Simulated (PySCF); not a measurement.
Isomers of C3H4O. Gas-phase values, no solvent. One relaxed conformer stands for each flexible species; it need not be the lowest. Strings in code marks are SMILES.

These are PySCF 2.14.0 with PBE-D3(BJ)/def2-TZVP // M06-2X/def2-TZVP values and carry that method's errors. All candidates: neutral, multiplicity 1. Excitations are Tamm–Dancoff values on a coarser integration grid. The basis has no diffuse functions, so Rydberg states are missing or too high.

| Property | Value |
|---|---|
| HOMO–LUMO gap | 3.43 eV |
| S1 excitation (TDA) | 3.69 eV |
| LUMO | -2.06 eV |

**Question.** Say which member has these values.
A) `C=C1CO1`
B) `O=C1CC1`
C) `C=C=CO`
D) `C#CCO`

**Answer.** B, `O=C1CC1`. The others give `C=C1CO1`: 5.52 eV, 6.32 eV, -0.28 eV; `C=C=CO`: 4.08 eV, 4.21 eV, -1.32 eV; `C#CCO`: 5.85 eV, 5.99 eV, -0.64 eV
